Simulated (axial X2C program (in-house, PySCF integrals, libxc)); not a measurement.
# Testing model relations on AlI

A bond curve at the CCSD(T) level, 2c, was computed with an axial X2C code built on PySCF integrals (basis I dyall-cv3z [11s12p8d4f1g], Al dyall-v3z [8s8p2d1f] (cores contracted in-house)) for the state Ω = 0 (closed shell). Its fit gives Re = 2.5604 Å, ωe = 316.1 cm⁻¹, ωexe = 0.986 cm⁻¹ and αe = 5.396e-04 cm⁻¹; the masses are 126.9045 and 26.9815 u. Two-component means X2C with spin–orbit coupling and atomic mean-field Coulomb and Gaunt terms.

Correlated methods: 10 electrons correlated (number of frozen shells: I 4 s, 3 p, 2 d; Al 2 s, 1 p), 218 virtual spin orbitals or spinors in MP2, 120 natural virtuals in coupled cluster.

(1) Find the reduced mass, Be and the force constant.

(2) A Morse curve ties αe to the other constants (Pekeris). How well does that hold?

(3) Give B0, the J = 1←0 line in GHz and the most populated J at 300 K (kT = 208.5 cm⁻¹).

(4) Estimate the centrifugal constant by the Kratzer relation.

(5) Estimate De from a Morse curve and compare with the computed well depth of 3.498 eV to I + Al.

The state is one determinant whose occupation by symmetry is held fixed; it was picked as the lowest of a PBE0 search that is not exhaustive. De is counted from the lowest determinant-based energies of the atoms at the same level, without counterpoise correction. Coupled cluster ran in a truncated set of natural virtual spinors; the MP2 energy of the rest was added. (T) has no such correction and the atoms are truncated less, which lowers De at CCSD(T) by a hundredth of an eV or more.

Results:

(1) From the CCSD(T) values: μ = 22.2507 u. Be = 16.8576/(μ Re²) = 0.1156 cm⁻¹. k = 5.8918×10⁻⁷ μ ωe² = 1.31 mdyn/Å.

(2) αe(Morse) = 6Be²/ωe × (√(ωexe/Be) − 1) = 4.870e-04 cm⁻¹; the CCSD(T) curve gives 5.396e-04 cm⁻¹, a ratio of 0.90.

(3) B0 = Be − αe/2 = 0.1153 cm⁻¹; 2B0 = 6.913 GHz; J(max) ≈ √(kT/2B0) − 1/2 = 29.6, so J = 30.

(4) D = 4Be³/ωe² = 6.18e-08 cm⁻¹.

(5) De(Morse) = ωe²/(4ωexe) = 3.141 eV against 3.498 eV computed, a ratio of 0.90. For De the Morse form works well here.
